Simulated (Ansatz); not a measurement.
InH2O (SMILES [OH][InH]): the energy, rung by rung

InH2O has 4 atoms, charge 0, and is taken as a doublet. As SMILES, `[OH][InH]`. The shape is that of a PBE0-D4/def2-TZVP optimisation.

```xyz
4

O    -0.2984   -1.0206    0.2950
In    0.5639    0.7466   -0.0885
H     0.2368   -1.6294    0.8091
H    -0.4467    1.8430   -1.0360
```

Each level gives the energy change with the O1–In2 bond stretched from 2.003 to 5.008 Å (eV). The values are calculated.

```csv
level,kind,program,value (eV),less FCI/STO-3G,CPU time (all runs)
UHF/STO-3G,Hartree–Fock,Ansatz,2.30,-0.61,3.7 s
U-r2SCAN0/STO-3G,hybrid meta-GGA,Ansatz,3.78,+0.87,33 s
UB2PLYP/STO-3G,double hybrid,Ansatz,3.50,+0.59,17 s
RPA@PBE/STO-3G,RPA,Ansatz,2.57,-0.34,31 s
UMP2/STO-3G,perturbation theory,Ansatz,2.95,+0.04,4.9 s
UCCSD(T)/STO-3G,coupled cluster or CI,Ansatz,2.89,-0.02,5.7 s
FCI/STO-3G,exact in the basis,Ansatz,2.91,0.00,1.7 min
```

FCI/STO-3G is exact within its basis and frozen core, so for wave-function methods in that basis the difference is their error; functionals converge differently with the basis, so for them it is only a difference. All-electron rows without a relativistic Hamiltonian named are non-relativistic. The first shape isn't each level's own minimum. The values span 2.30 to 3.78 eV. All rows use very small basis sets, so none should be taken for the real molecule's value. In the correlated wave-function rows the outer d shell of In is correlated, in sets not made for it. Times are those of the runs behind each value, whatever else they computed, on shared processors of several kinds: orders of magnitude only.
